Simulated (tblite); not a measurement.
Start geometry of `CC(=S)/C([SiH3])=C\[SiH3]` from a force field or distance geometry (Å):
```
atom  x, y, z in Å
C1    -1.1964    1.8428    0.4115
C2     0.0074    1.0308    0.2066
S3     1.4594    1.7845    0.3544
C4    -0.1399   -0.3732   -0.0874
Si5   -1.8674   -1.0602   -0.1830
C6     0.8286   -1.2309   -0.2795
Si7    2.5602   -0.6528   -0.1909
H8    -2.1425    1.2686    0.4161
H9    -1.2882    2.5573   -0.4500
H10   -1.1744    2.4747    1.3406
H11   -2.4332   -0.5255   -1.4252
H12   -1.8477   -2.5452   -0.2423
H13   -2.5601   -0.6370    1.0375
H14    0.6235   -2.2654   -0.4946
H15    2.8924   -0.1468    1.1387
H16    3.4023   -1.8693   -0.3598
H17    2.8691    0.3598   -1.2027
```

Q: What comes out of this run: GFN2-xTB geometry optimisation, gas phase (tblite)?

A: 
```
atom  x, y, z in Å
C1    -1.2066    1.9480    0.1905
C2    -0.0731    1.0144    0.4470
S3     1.2648    1.5609    1.2241
C4    -0.2054   -0.3654    0.0494
Si5   -1.9450   -1.1090   -0.1356
C6     0.8766   -1.1276   -0.1978
Si7    2.7010   -0.6310   -0.2019
H8    -2.0661    1.6722    0.8030
H9    -1.5147    1.8937   -0.8534
H10   -0.9178    2.9681    0.4323
H11   -2.6085   -0.5241   -1.3042
H12   -1.7969   -2.5521   -0.3123
H13   -2.7266   -0.8238    1.0701
H14    0.6924   -2.1618   -0.4610
H15    3.2552   -0.7102    1.1453
H16    3.3318   -1.6804   -1.0220
H17    2.9318    0.6401   -0.8833
```

The energy falls by 58.6 kJ/mol over 177 L-BFGS steps, the largest force on an atom goes from 2.42 to 0.010 eV/Å, and the atoms move by 0.508 Å rms after alignment. The bond that changes most is C6–Si7 (alkene CH carbon to SiH3 silicon), which lengthens by 0.063 Å. Bonds longer at the end by more than 0.005 Å: 5 of 16; shorter: 5. Among the angles that change most is C4–C6–Si7, from 119.1° to 128.8°. Among the dihedrals that turn most is H8–C1–C2–S3, from -173° to -111°. Rotational constants go from 1981, 1204, 766.2 to 1835, 1120, 738.6 MHz. The orientation of the end geometry is arbitrary; only internal coordinates are fixed.

Run on Arm Neoverse V1, one thread (shared host).

Its GFN2-xTB frequencies are all real (lowest 33 cm⁻¹). The numbers are those of one conformer. 3 starts were optimised and ended at 0.00, 0.01 and 1.19 kcal/mol (GFN2-xTB); the lowest of these is shown.

The numbers are calculated, not measured.
